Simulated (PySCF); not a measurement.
# How methods differ on the excitation energy of Ti

Ti [Ar] 3d2 4s2 (3F) → Ti [Ar] 3d4 (5D), as a difference of total energies. Calculation: PySCF 2.14, in jorge-TZP-DKH; scalar relativity by spin-free X2C-1e. Correlated levels: valence and next inner shell: [Ne] frozen. The calculations carry no spin-orbit coupling.

```
                                method  excitation energy (eV)
                                   UHF                   5.248
    MP2 (valence and next inner shell)                   4.224
SCS-MP2 (valence and next inner shell)                   5.150
   CCSD (valence and next inner shell)                   4.765
CCSD(T) (valence and next inner shell)                   4.738
```

Question: How much does correlation contribute at CCSD(T) (valence and next inner shell)?

Answer: 4.738 − (5.248) = -0.510 eV, measured against UHF.

A first-order spin-orbit estimate (lowest level to lowest level, LS coupling) adds 0.015 eV.
